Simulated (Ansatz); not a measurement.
C4H2F2Sn, SMILES `C#[C][Sn]([F])([F])[C]#C`: the same geometry under several functionals.

```yaml
crystal:
  periodic: [false, false, false]
  atoms:
    - {symbol: C, position_ang: [1.164273, -2.663189, -0.081956]}
    - {symbol: C, position_ang: [0.800779, -1.543938, -0.335649]}
    - {symbol: Sn, position_ang: [0.177610, 0.358157, -0.749755]}
    - {symbol: F, position_ang: [-0.866871, 0.322928, -2.333232]}
    - {symbol: F, position_ang: [1.689177, 1.398421, -1.231900]}
    - {symbol: C, position_ang: [-0.864982, 1.354819, 0.698521]}
    - {symbol: C, position_ang: [-1.477681, 1.933381, 1.558225]}
    - {symbol: H, position_ang: [1.487299, -3.655328, 0.140343]}
    - {symbol: H, position_ang: [-2.021003, 2.448349, 2.318304]}
basis:
  gaussian: {orbitals: def2-TZVPP}
hamiltonian: {xc: {name: CAM-B3LYP}, dispersion: d4}
output: {orbitals: {seedname: orbitals}}
```

```sh
$ ansatz run in.yaml --threads 4 --pin off --events-out ev --progress --plain --max-ram 11315MiB
```

Output, abridged:

```
Functional definition: CAM-B3LYP
1582 factors; their error is unknown
339 factors; integrals over basis functions are off by at most 1.3e-5 eV
mean field evaluation 1: about -15433.3016 eV, gradient 7.4e1 eV
mean field evaluation 2: about -15430.8872 eV, gradient 9.0e1 eV
mean field evaluation 4: about -15443.4859 eV, gradient 3.8e0 eV
mean field evaluation 8: about -15443.5847 eV, gradient 4.0e-1 eV
mean field evaluation 16: about -15443.5848 eV, gradient 4.2e-5 eV
mean field -15443.58484605 eV, -567.5412750547 hartree, gradient 4.2e-5 eV, S^2 0.000000; 0 other end points of the search recorded, 0 dependent functions left out
reference -15443.58499612 eV, -567.5412805695 hartree; 33, 33 occupied and 231, 231 virtual orbitals, 1582 factors
Total energy: -15443.78404723 eV, -567.5485955630 hartree
```

Run time 1.9 s (4 threads of an AMD EPYC 9R45 on a shared host); peak host memory 0.85 GiB.

Changing it to `hamiltonian: {xc: lda}` (abridged; 0.7 s):

```
Functional definition: SPW92
mean field evaluation 16: about -15364.9956 eV, gradient 4.6e-4 eV
mean field -15364.99564244 eV, -564.6531750915 hartree, gradient 6.9e-5 eV, S^2 0.000000
Total energy: -15364.99569225 eV, -564.6531769222 hartree
```

With the line `hamiltonian: {xc: pbe, dispersion: d4}` and forces (abridged; 1.4 s):

```
Functional definition: PBE
mean field evaluation 16: about -15436.8160 eV, gradient 5.6e-3 eV
mean field -15436.81596143 eV, -567.2925231329 hartree, gradient 2.4e-5 eV, S^2 0.000000
Total energy: -15437.03958337 eV, -567.3007410874 hartree
Atom 0 force     0.277402    -0.859520     0.196889 eV/Å
Atom 1 force    -0.254377     0.779618    -0.175378 eV/Å
Atom 2 force    -0.105680    -0.228172     0.469464 eV/Å
Atom 3 force    -0.380997    -0.014748    -0.572164 eV/Å
Atom 4 force     0.550016     0.377887    -0.172708 eV/Å
Atom 5 force     0.426387    -0.404573    -0.597783 eV/Å
Atom 6 force    -0.470444     0.442201     0.660867 eV/Å
Atom 7 force     0.065419    -0.196825     0.041665 eV/Å
Atom 8 force    -0.107726     0.104132     0.149148 eV/Å
Dipole moment:    -0.154769    -0.333312     0.685274 e Å
```

The same input with `hamiltonian: {xc: hse06, dispersion: d4}` (abridged; 1.7 s):

```
Functional definition: HSE06
mean field evaluation 16: about -15436.6244 eV, gradient 6.4e-5 eV
mean field -15436.62438276 eV, -567.2854827466 hartree, gradient 6.4e-5 eV, S^2 0.000000
Total energy: -15436.80601441 eV, -567.2921575867 hartree
```

The same input with `hamiltonian: {xc: {name: r2SCANh}, dispersion: d4}` (abridged; 2.3 s):

```
Functional definition: r2SCANh
mean field evaluation 16: about -15444.0516 eV, gradient 7.4e-4 eV
mean field -15444.05155709 eV, -567.5584263690 hartree, gradient 6.2e-5 eV, S^2 0.000000
Total energy: -15444.11182237 eV, -567.5606410769 hartree
```

The same input with `hamiltonian: {xc: {name: B97M-V}}` (abridged; 3.8 s):

```
Functional definition: B97M-V
mean field evaluation 16: about -15445.8136 eV, gradient 1.1e-3 eV
mean field -15445.81355498 eV, -567.6231785972 hartree, gradient 7.0e-5 eV, S^2 0.000000
Total energy: -15445.81363411 eV, -567.6231815051 hartree
```

HSE06 is the plane-wave form, built on full-range PBE exchange.
